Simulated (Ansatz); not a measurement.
Molecule: C$_{2}$HO, charge 0, multiplicity 2. It need not be the lowest isomer of its formula. SMILES: [O]C#C
Geometry from a B3LYP-D3(BJ)/def2-TZVP (Ansatz, an electronic-structure program) optimisation:
```
C
O 1 1.1710
C 1 1.2878 2 170.77
H 3 1.0711 1 137.10 2 180.00
```
Charge 0, spin multiplicity 2.

Q: Give the harmonic wavenumbers at B3LYP-D3(BJ)/def2-TZVP (Ansatz, finite differences of forces, unscaled).

A: 474, 504, 566, 1265, 2082, 3345 cm⁻¹. Zero-point energy 11.8 kcal/mol.

Q: From these and the geometry, give the ideal-gas thermochemistry at 298.15 K and 1 atm (rigid rotor, harmonic oscillator).

A: Point group Cs, rotational symmetry number 1. Rotational constants 1166, 10.95, 10.85 GHz. S(trans) 37.06, S(rot) 18.39, S(vib) 1.92, S(elec, spin only) 1.38, S 58.7 cal/(mol K). H(298) - H(0) 2.78 kcal/mol; G - E(el) -3.0 kcal/mol.
